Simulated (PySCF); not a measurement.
Si(H)2(SeH)2 (H4Se2Si), SMILES [SeH][SiH2][SeH]. Heavy atoms are numbered as in [SiH2:1]([SeH:2])[SeH:3]. Hydrogens are named by the atom that carries them.

Coordinates come from a PBE0-D3(BJ)/def2-SVP optimisation. This is a generated structure with no PubChem entry under its InChIKey; it may be hypothetical. The values are those of a single conformer.

The numbers are results of PBE/pcSseg-1 (PySCF), not measurements.

GIAO shieldings, no solvent; atoms alike by connectivity are averaged. δ = σ(ref) − σ: ²⁹Si against TMS (σ = 335.4 ppm); ⁷⁷Se against Me2Se (σ = 1634.8 ppm); ¹H against TMS (σ = 31.49 ppm), references at their B3LYP-D3(BJ)/def2-TZVP geometries, non-relativistic.

```tsv
nucleus	atoms	count	δ (ppm)
²⁹Si	Si1 (SiH2)	1	-9.3
⁷⁷Se	Se2 (SeH)	2	-329.3
¹H	H on Si1	2	6.07
¹H	H on Se2	2	0.93
```
